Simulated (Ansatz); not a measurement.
Relaxation of PbF4 with RKS PBE-D4/def2-SVP.

```sh
$ ansatz run in.yaml --threads 2 --pin off --events-out ev --progress --plain --max-ram 4352MiB
```

```yaml
crystal:
  periodic: [false, false, false]
  atoms:
    - {symbol: Pb, position_ang: [0.000160, 0.000280, -0.000230]}
    - {symbol: F, position_ang: [0.010020, -0.017510, 1.867620]}
    - {symbol: F, position_ang: [1.757860, 0.009950, -0.632030]}
    - {symbol: F, position_ang: [-0.887740, 1.528710, -0.603840]}
    - {symbol: F, position_ang: [-0.880300, -1.521430, -0.631510]}
basis:
  gaussian: {orbitals: def2-SVP}
hamiltonian: {xc: pbe, dispersion: d4}
scf: {omitted_lower_state_checks: [starts]}
output: {orbitals: {seedname: orbitals}}
relax: {f_tol: 0.02, max_steps: 100}
```

Run time 4.8 s (2 threads of Arm Neoverse V2 on a shared host).

Positions (Å) and forces (eV/Å) at steps 1, 2, 4 of 4:

```xyz
5
step=1 energy=-16096.1171 eV
Pb    0.000    0.000    0.000   -0.002   -0.002    0.001
F     0.010   -0.018    1.868    0.029   -0.051    5.420
F     1.758    0.010   -0.632    5.106    0.029   -1.836
F    -0.888    1.529   -0.604   -2.579    4.440   -1.754
F    -0.880   -1.521   -0.632   -2.555   -4.415   -1.832
5
step=2 energy=-16097.6968 eV
Pb    0.000    0.000    0.000   -0.001   -0.001    0.001
F     0.011   -0.019    2.026    0.001   -0.002    0.240
F     1.907    0.011   -0.686    0.226    0.001   -0.082
F    -0.963    1.658   -0.655   -0.114    0.197   -0.078
F    -0.955   -1.651   -0.685   -0.113   -0.195   -0.081
5
step=4 energy=-16097.7023 eV
Pb    0.000    0.000    0.000    0.000    0.000    0.000
F     0.011   -0.019    2.038    0.000    0.000    0.000
F     1.918    0.011   -0.690    0.000    0.000    0.000
F    -0.968    1.668   -0.659    0.000    0.000    0.000
F    -0.961   -1.660   -0.689    0.000    0.000    0.000
```

In the def2 sets Pb takes a core potential; there is no spin–orbit coupling.
